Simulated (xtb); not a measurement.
C2H8O2Si2, SMILES C([Si@@H]([SiH2]O)O)=C. All values are semi-empirical tight-binding results from xtb (GFN2-xTB unless named), good for trends rather than for accurate numbers. Geometry: GFN2-xTB. The structure was generated by enumeration; whether it is a known compound was not checked. One conformer was computed; it need not be the lowest.

Optimised geometry:

Bond lengths (Å): C1–C2 1.325, C1–H7 1.079, C1–H8 1.080, C2–Si3 1.895, C2–H9 1.084, Si3–O4 1.633, Si3–Si5 2.297, Si3–H10 1.479, O4–H11 0.954, Si5–O6 1.635, Si5–H12 1.461, Si5–H13 1.473, O6–H14 0.952. Bond angles (°): C2–C1–H7 121.3, C2–C1–H8 123.2, H7–C1–H8 115.5, C1–C2–Si3 124.8, C1–C2–H9 117.8, Si3–C2–H9 117.3, C2–Si3–O4 110.9, C2–Si3–Si5 114.5, C2–Si3–H10 103.3, O4–Si3–Si5 101.8, O4–Si3–H10 108.5, Si5–Si3–H10 117.8, Si3–O4–H11 121.6, Si3–Si5–O6 110.4, Si3–Si5–H12 114.9, Si3–Si5–H13 114.2, O6–Si5–H12 99.4, O6–Si5–H13 108.3, H12–Si5–H13 108.5, Si5–O6–H14 122.4.
Charge 0, spin multiplicity 1.

**Question.** Estimate the properties. (An estimate is asked for; the answer gives what the named calculation found.)

**Answer.** 
```yaml
orbital_gap: 3.55 eV
dipole_moment: 2.20 D
zero_point_energy: 58.4 kcal/mol
G − E(el) at 298.15 K (modified RRHO): 36.4 kcal/mol
static polarisability (D4 model): 91.4 bohr³
solvation energy, GFN2-xTB/ALPB(water): -6.7 kcal/mol
solvation energy, GFN2-xTB/ALPB(acetone): -9.8 kcal/mol
```

Computed atomic charges and the Wiberg bond orders between heavy atoms:
charges (e) C1 -0.08, C2 -0.15, Si3 0.44, O4 -0.50, Si5 0.45, O6 -0.50, H7 0.02, H8 0.03, H9 0.01, H10 -0.10, H11 0.29, H12 -0.10, H13 -0.10, H14 0.29. Bond orders C1–C2 1.99, C2–Si3 0.89, Si3–O4 1.17, Si3–Si5 0.78, Si5–O6 1.17.
